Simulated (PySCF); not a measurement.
# Telling isomers of C₆H₃N apart by NMR

[PySCF: J couplings at B3LYP/pcJ-1 (spin–dipole term left out of most H,H and C,H couplings); σ from GIAO-PBE0/pcSseg-1; geometry from GFN2-xTB; in vacuum; one computed conformer; averaged over atoms made equivalent by symmetry, fast rotation or ring inversion; non-relativistic]

Chemical shifts δ = σref − σ; ¹H and ¹³C against TMS, all at this level. Multiplet labels drop J under 1 Hz and among equivalent protons, and merge close values. Unscaled 3J(H,H) run several per cent high. Shifts are as computed. Against solution values, carbons near 30 ppm lie about +3 ppm off and those near 130 ppm about +5 ppm. Of 1211 compounds with measured shifts, 218 miss one by over three times the rms of a fit or turn the order of signals round; such compounds aren't used in these exercises.

(1) Tabulate the signals of `CC#CC#CC#N`, `C#CC=C=CC#N` and their relative energies.

(2) What is the quickest way to tell CC#CC#CC#N from C#CC=C=CC#N?

Results:

(1) 
```json
{"SMILES": "CC#CC#CC#N", "carbon types": "5×C 1×CH3", "δC": "112.6, 85.4, 72.1, 72.0, 55.0, 5.3", "δH": "2.25 (s, 3H)", "E rel. (kcal/mol)": "0.0"}
{"SMILES": "C#CC=C=CC#N", "carbon types": "3×C 3×CH", "δC": "245.2, 115.0, 97.2, 86.4, 75.1, 75.0", "δH": "6.12 (dd, 1H), 5.59 (dd, 1H), 2.99 (dd, 1H)", "E rel. (kcal/mol)": "12.3"}
```

Energies are electronic energies at PBE0/pcSseg-1 on these geometries, without zero-point or thermal terms, each for the one conformer computed, which needn't be the lowest.

(2) Both give the same number of carbon signals, but DEPT or the intensities differ. The first has a propargylic methyl carbon (CH3) at 5.3 ppm, the second a central carbon of an allene (C) at 245.2 ppm. Their most deshielded carbons lie at 112.6 and 245.2 ppm. In the proton spectra the most deshielded non-exchanging signals are 2.25 (s, 3H) and 6.12 (dd, J = 9.2, 4.1 Hz, 1H).
